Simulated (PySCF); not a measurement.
PySCF input for BiH5, SMILES [BiH5], B3LYP-D3(BJ)/def2-TZVP. Geometry optimised at B3LYP-D3(BJ)/def2-TZVP. The def2 effective core potentials stand for the cores of Bi; spin–orbit coupling is left out.

```python
import numpy as np
from pyscf import gto, scf, dft, df
from pyscf.hessian import thermo

mol = gto.M(
    atom='''
    Bi    0.00000000   -0.00000000    0.00000000
    H    -0.00000001    0.00000000    1.86612518
    H     0.00000001   -0.00000000   -1.86612518
    H     1.79920380    0.00000000    0.00000001
    H    -0.89960190    1.55815620   -0.00000001
    H    -0.89960190   -1.55815620   -0.00000000
    ''',
    basis='def2-TZVP',
    ecp={'Bi': 'def2-tzvp'},
    charge=0,
    spin=0,
    max_memory=1600,
    verbose=3,
)
mf = dft.RKS(mol, xc='b3lyp').density_fit(auxbasis='def2-universal-jkfit')
mf.disp = 'd3bj'
mf.grids.level = 3
mf.conv_tol = 1e-11
mf.max_cycle = 100
mf.kernel()

# [left out here: the lines that compute and print the analytic Hessian (its translational invariance restored by hand, since the grid's response is missing), thermochemistry and intensities]
```

Output:

```
converged SCF energy = -217.546115770153

WARN: DFTD3 does not support analytical Hessian, using finite difference


WARN: Mole.unit (angstrom) is changed to Bohr

Mode                                 0                   1                   2
Irrep
Freq [cm^-1]                      402.7053            402.7101            727.8775
Reduced mass [au]                   1.0094              1.0094              1.0241
Force const [Dyne/A]                0.0964              0.0965              0.3197
Char temp [K]                     579.4033            579.4101           1047.2536
Normal mode                   x     y     z       x     y     z       x     y     z
       0  Bi                 0.00  0.00 -0.00   -0.00  0.00  0.00    0.00  0.01  0.00
       1   H                 0.08  0.23  0.00   -0.23  0.08 -0.00   -0.00 -0.65 -0.00
       2   H                 0.08  0.23 -0.00   -0.23  0.08  0.00   -0.00 -0.65  0.00
       3   H                 0.03 -0.72  0.00   -0.07 -0.25 -0.00   -0.00 -0.28 -0.00
       4   H                -0.52 -0.25 -0.00    0.40  0.30 -0.00   -0.10 -0.11 -0.00
       5   H                 0.16 -0.01  0.00    0.64 -0.38 -0.00    0.10 -0.11 -0.00
Mode                                 3                   4                   5
Irrep
Freq [cm^-1]                      727.9288            820.5302            972.7810
Reduced mass [au]                   1.0241              1.0250              1.0080
Force const [Dyne/A]                0.3197              0.4066              0.5620
Char temp [K]                    1047.3274           1180.5602           1399.6153
Normal mode                   x     y     z       x     y     z       x     y     z
       0  Bi                -0.01  0.00  0.00   -0.00  0.00 -0.01   -0.00  0.00 -0.00
       1   H                 0.65 -0.00  0.00   -0.00 -0.00  0.08    0.00  0.45 -0.00
       2   H                 0.65 -0.00 -0.00    0.00 -0.00  0.08   -0.00 -0.45 -0.00
       3   H                 0.05 -0.00 -0.00   -0.00 -0.00  0.57    0.00  0.00  0.00
       4   H                 0.22  0.10 -0.00    0.00  0.00  0.57   -0.00  0.00  0.54
       5   H                 0.22 -0.10 -0.00    0.00 -0.00  0.57    0.00 -0.00 -0.54
Mode                                 6                   7                   8
Irrep
Freq [cm^-1]                      972.8628           1450.5085           1485.2949
Reduced mass [au]                   1.0080              1.0080              1.0150
Force const [Dyne/A]                0.5621              1.2495              1.3192
Char temp [K]                    1399.7330           2086.9588           2137.0087
Normal mode                   x     y     z       x     y     z       x     y     z
       0  Bi                -0.00 -0.00 -0.00   -0.00  0.00 -0.00    0.00  0.00  0.01
       1   H                 0.45 -0.00  0.00    0.00  0.00 -0.60    0.00 -0.00 -0.70
       2   H                -0.45  0.00  0.00    0.00  0.00  0.60   -0.00  0.00 -0.70
       3   H                 0.00  0.00  0.62    0.30 -0.00 -0.00    0.00 -0.00  0.07
       4   H                -0.00  0.00 -0.31   -0.15  0.26  0.00   -0.00  0.00  0.07
       5   H                -0.00 -0.00 -0.31   -0.15 -0.26  0.00   -0.00 -0.00  0.07
Mode                                 9                  10                  11
Irrep
Freq [cm^-1]                     1728.6789           1728.6866           1750.9979
Reduced mass [au]                   1.0144              1.0144              1.0080
Force const [Dyne/A]                1.7861              1.7861              1.8209
Char temp [K]                    2487.1841           2487.1951           2519.2961
Normal mode                   x     y     z       x     y     z       x     y     z
       0  Bi                -0.01 -0.00  0.00    0.00 -0.01 -0.00    0.00  0.00 -0.00
       1   H                -0.07 -0.00 -0.00    0.00 -0.07 -0.00    0.00  0.00 -0.37
       2   H                -0.07 -0.00  0.00    0.00 -0.07  0.00    0.00  0.00  0.37
       3   H                 0.80  0.00 -0.00   -0.03  0.05  0.00   -0.49 -0.00 -0.00
       4   H                 0.23 -0.31  0.00   -0.34  0.63 -0.00    0.24 -0.42  0.00
       5   H                 0.25  0.35  0.00    0.32  0.60  0.00    0.24  0.42  0.00
temperature 298.1500 [K]
pressure 101325.00 [Pa]
Rotational constants [GHz] 51.62674 42.41496 42.41496
Symmetry number 6
Zero-point energy (ZPE) 0.03001 [Eh]   78783.439 [J/mol]
                           tot       elec      trans        rot        vib
Entropy [J/mol/K]       251.491      0.000    175.670     63.710     12.112
Cv [J/mol/K]             50.799      0.000     12.472     12.472     25.855
Cp [J/mol/K]             59.113      0.000     20.786     12.472     25.855
Internal energy [J/mol]                      3718.434   3718.434  81378.881
Internal energy [Eh]   -217.51229  -217.54612
Enthalpy [J/mol]                             6197.391   3718.434  81378.881
Enthalpy [Eh]          -217.51134
Gibbs free energy [J/mol]                  -46178.560 -15276.684  77767.793
Gibbs free energy [Eh] -217.53990
static polarisability / bohr^3: [[49.534  0.    -0.   ]
 [-0.    49.533 -0.   ]
 [-0.    -0.    61.758]]
largest difference of analytic and finite-field dipole derivatives / e: 0.0004393850800081811
mode   freq/cm-1   IR/(km/mol)   Raman/(A^4/amu)   depolarisation
   1      402.71        10.636            51.847            0.750
   2      402.71        10.631            51.885            0.750
   3      727.88       249.987             0.149            0.750
   4      727.93       249.994             0.149            0.750
   5      820.53       383.938             0.000            0.749
   6      972.78         0.000            90.329            0.750
   7      972.86         0.000            90.324            0.750
   8     1450.51         0.000           471.080            0.721
   9     1485.29       619.583             0.000            0.750
  10     1728.68       224.083           149.946            0.750
  11     1728.69       224.078           149.944            0.750
  12     1751.00         0.000           636.877            0.000
max |gradient| / (hartree/bohr): 1.6654604542781375e-05
APT charges: [ 1.6532 -0.4203 -0.4203 -0.2709 -0.2709 -0.2709]
```

Self-consistency was reached.
